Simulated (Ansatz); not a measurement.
A calculation with Ansatz (development build ahead of 0.2.0).

```yaml
crystal:
  periodic: [false, false, false]
  atoms:
    - { symbol: Cl, position_ang: [0.0, 0.0, 0.0] }
basis:
  gaussian: { orbitals: cc-pVDZ }
total_charge: -1
hamiltonian:
  xc: hf
correlation:
  method: mp2
  frozen_orbitals: { Cl: 5 }
```

The input is written out in the form of the current development build from the run's settings.

Output:

```yaml
Converged: yes
Reference_energy: -459.54222 hartree
Correlation_energy: -0.13441 hartree
Total_energy: -459.67663 hartree
Spin_squared_of_the_determinant: 0.000
```

Caution: no diffuse functions for an anion.
